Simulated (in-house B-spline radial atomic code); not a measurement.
A fraction x of an electron is added to 3d in Co, starting from [Ar] 3d7 4s2 and keeping the highest spin. All numbers are computed (scalar-relativistic (X2C) BLYP, spin-polarised, spherical fractional occupations; Fermi nucleus of rms radius 3.7875 fm) with an all-electron radial atomic-structure program (B-spline basis), not measured.

```json
{"x": "0", "E(x) - E(0) (eV)": "0.0000", "3d down level (eV)": "-6.483"}
{"x": "0.1", "E(x) - E(0) (eV)": "-0.5901", "3d down level (eV)": "-5.327"}
{"x": "0.2", "E(x) - E(0) (eV)": "-1.0669", "3d down level (eV)": "-4.217"}
{"x": "0.3", "E(x) - E(0) (eV)": "?", "3d down level (eV)": "?"}
{"x": "0.4", "E(x) - E(0) (eV)": "-1.6996", "3d down level (eV)": "-2.144"}
{"x": "0.5", "E(x) - E(0) (eV)": "?", "3d down level (eV)": "?"}
{"x": "0.6", "E(x) - E(0) (eV)": "-1.9390", "3d down level (eV)": "-0.291"}
```

Task: What belongs in the row x = 0.3?

Result: An energy change of -1.4351 eV; 3d down at -3.155 eV.

Task: What belongs in the row x = 0.5?

Result: An energy change of -1.8657 eV; 3d down at -1.187 eV.

Task: Check Janak's theorem between x = 0.1 and 0.2.

Result: The slope of the energy is -4.77 eV; the orbital levels give -4.77 eV (ε of the filling orbital, averaged over the two points).

Task: Up to what added charge does this functional bind the extra electron?

Result: The highest level rises by about 9 eV per electron near x = 0.6 and would reach zero near x = 0.63, so a whole extra electron isn't bound at the basis-set limit.
